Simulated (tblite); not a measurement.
Input of a run (GFN2-xTB geometry optimisation, gas phase (tblite 0.8.0)), started from a force field or distance geometry:
```
{"job": {"kind": "relax", "xc": "GFN2-xTB", "basis": "xTB"}, "charge": 0, "multiplicity": 2}
Si    -3.001400     1.112100     0.086700
C     -2.023700    -0.449100    -0.174000
C     -0.618400    -0.136200     0.257400
Si     0.619500    -1.404600     0.141700
C      2.168400    -0.769400    -0.662200
Si     2.663900     0.792000     0.257600
H     -4.439300     0.867400     0.262900
H     -2.448000     1.768600     1.311200
H     -2.699600     2.044900    -1.007800
H     -2.394500    -1.306200     0.404500
H     -1.997300    -0.623600    -1.262500
H     -0.349000     0.912400     0.211700
H      0.984400    -1.901300     1.493100
H      0.094300    -2.570000    -0.623900
H      2.024900    -0.495800    -1.719300
H      2.989600    -1.509900    -0.584000
H      3.207800     0.443200     1.588800
H      1.524400     1.673500     0.490600
H      3.684300     1.561200    -0.480100
```

Output (eV, eV/Å):
```
step      E/eV     max force
  0    -493.24135    2.496
  1    -493.38819    0.748
  2    -493.43557    0.616
  3    -493.48391    0.439
  4    -493.50780    0.419
  5    -493.52939    0.280
  6    -493.54399    0.311
  7    -493.56142    0.309
  8    -493.58140    0.387
  9    -493.60292    0.423
 10    -493.62023    0.326
 11    -493.63222    0.234
 12    -493.63900    0.187
 13    -493.64387    0.156
 14    -493.64824    0.169
 15    -493.65262    0.194
 16    -493.65810    0.213
 17    -493.66444    0.214
 18    -493.66999    0.158
 19    -493.67372    0.120
 20    -493.67634    0.145
 21    -493.67852    0.115
 22    -493.68059    0.116
 23    -493.68275    0.155
 24    -493.68516    0.167
 25    -493.68788    0.137
 26    -493.69054    0.119
 27    -493.69270    0.131
 28    -493.69484    0.124
 29    -493.69795    0.182
 30    -493.70230    0.253
 31    -493.70737    0.248
 32    -493.71266    0.229
 33    -493.71815    0.206
 34    -493.72381    0.199
 35    -493.73000    0.189
 36    -493.73564    0.171
 37    -493.74012    0.193
 38    -493.74516    0.227
 39    -493.75213    0.232
 40    -493.75960    0.290
 41    -493.75942    0.586
 42    -493.76953    0.149
 43    -493.77235    0.105
 44    -493.77621    0.114
 45    -493.77824    0.114
 46    -493.78112    0.104
 47    -493.78365    0.134
 48    -493.78676    0.169
 49    -493.79045    0.156
 50    -493.79435    0.126
 51    -493.79784    0.152
 52    -493.80153    0.153
 53    -493.80613    0.183
 54    -493.81157    0.184
 55    -493.81662    0.144
 56    -493.82042    0.157
 57    -493.82343    0.141
 58    -493.82626    0.169
 59    -493.82908    0.139
 60    -493.83173    0.093
 61    -493.83408    0.096
 62    -493.83515    0.103
 63    -493.83763    0.113
 64    -493.84025    0.122
 65    -493.84363    0.133
 66    -493.84651    0.138
 67    -493.84869    0.096
 68    -493.85049    0.144
 69    -493.85318    0.124
 70    -493.85709    0.167
 71    -493.86132    0.182
 72    -493.86489    0.143
 73    -493.86791    0.191
 74    -493.87128    0.179
 75    -493.87599    0.157
 76    -493.88033    0.128
 77    -493.88385    0.188
 78    -493.88753    0.244
 79    -493.89320    0.257
 80    -493.90031    0.205
 81    -493.90639    0.147
 82    -493.90879    0.119
 83    -493.91046    0.113
 84    -493.91248    0.125
 85    -493.91710    0.185
 86    -493.92112    0.207
 87    -493.92474    0.202
 88    -493.92694    0.103
 89    -493.92774    0.062
 90    -493.92843    0.056
 91    -493.92910    0.068
 92    -493.93051    0.087
 93    -493.93183    0.109
 94    -493.93311    0.059
 95    -493.93364    0.043
 96    -493.93387    0.039
 97    -493.93408    0.038
 98    -493.93446    0.038
 99    -493.93488    0.047
100    -493.93528    0.045
101    -493.93558    0.033
102    -493.93581    0.025
103    -493.93598    0.026
104    -493.93611    0.024
105    -493.93624    0.026
106    -493.93644    0.032
107    -493.93675    0.041
108    -493.93719    0.043
109    -493.93763    0.033
110    -493.93789    0.033
111    -493.93803    0.025
112    -493.93814    0.027
113    -493.93829    0.031
114    -493.93850    0.041
115    -493.93877    0.056
116    -493.93906    0.046
117    -493.93928    0.030
118    -493.93945    0.032
119    -493.93961    0.032
120    -493.93983    0.042
121    -493.94016    0.051
122    -493.94062    0.072
123    -493.94120    0.074
124    -493.94182    0.053
125    -493.94244    0.061
126    -493.94307    0.071
127    -493.94381    0.074
128    -493.94479    0.073
129    -493.94606    0.081
130    -493.94700    0.101
131    -493.94825    0.172
132    -493.94967    0.081
133    -493.95102    0.051
134    -493.95181    0.051
135    -493.95257    0.069
136    -493.95312    0.066
137    -493.95359    0.040
138    -493.95394    0.045
139    -493.95428    0.037
140    -493.95468    0.039
141    -493.95493    0.037
142    -493.95513    0.026
143    -493.95524    0.018
144    -493.95534    0.017
145    -493.95543    0.020
146    -493.95553    0.023
147    -493.95562    0.024
148    -493.95570    0.017
149    -493.95576    0.018
150    -493.95583    0.021
151    -493.95589    0.018
152    -493.95595    0.019
153    -493.95600    0.017
154    -493.95604    0.016
155    -493.95610    0.020
156    -493.95618    0.024
157    -493.95632    0.027
158    -493.95652    0.030
159    -493.95674    0.030
160    -493.95692    0.033
161    -493.95708    0.036
162    -493.95726    0.036
163    -493.95749    0.044
164    -493.95783    0.052
165    -493.95833    0.057
166    -493.95886    0.031
167    -493.95910    0.035
168    -493.95927    0.027
169    -493.95942    0.034
170    -493.95961    0.039
171    -493.95983    0.034
172    -493.96003    0.029
173    -493.96013    0.027
174    -493.96022    0.022
175    -493.96029    0.018
176    -493.96035    0.019
177    -493.96040    0.016
178    -493.96042    0.010
```

**Question.** Summarise the run.

**Answer.** The energy falls by 0.719 eV over 178 L-BFGS steps, the largest force on an atom goes from 2.50 to 0.010 eV/Å, and the atoms move by 0.860 Å rms after alignment. The bond that changes most is Si1–C2 (ends: silicon bonded to C and 3 H; carbon bonded to C, Si and 2 H), which lengthens by 0.073 Å. Bonds longer at the end by more than 0.005 Å: 5 of 18; shorter: 11. Among the angles that change most is Si4–C5–Si6, from 107.0° to 115.6°. Among the dihedrals that turn most is Si1–C2–C3–Si4, from 180° to 94°. The energy rose by more than 1e-5 eV at step 41. The first step brought 20 % of the lowering.

**Question.** What are the final bond lengths?

**Answer.** Si1–C2 1.933 Å, C2–C3 1.458 Å, C3–Si4 1.844 Å, Si4–C5 1.901 Å, C5–Si6 1.893 Å, Si1–H7 1.466 Å, Si1–H8 1.460 Å, Si1–H9 1.463 Å, C2–H10 1.089 Å, C2–H11 1.092 Å, C3–H12 1.081 Å, Si4–H13 1.477 Å, Si4–H14 1.478 Å, C5–H15 1.090 Å, C5–H16 1.090 Å, Si6–H17 1.465 Å, Si6–H18 1.466 Å, Si6–H19 1.468 Å. Numbering counts from 1 in the input's order; the species is `[SiH3]C[CH][SiH2]C[SiH3]` [radical].

Time: 1.2 s. Hardware: an Arm Neoverse V2 with one thread, shared host.

Its lowest GFN2-xTB frequency is 10 cm⁻¹, too small to tell a flat minimum from a shallow saddle. 3 starts were optimised and ended at 0.00, 0.94 and 0.94 kcal/mol (GFN2-xTB); the lowest of these is shown.

One conformer stands for the species.

All values are computed, not measured.
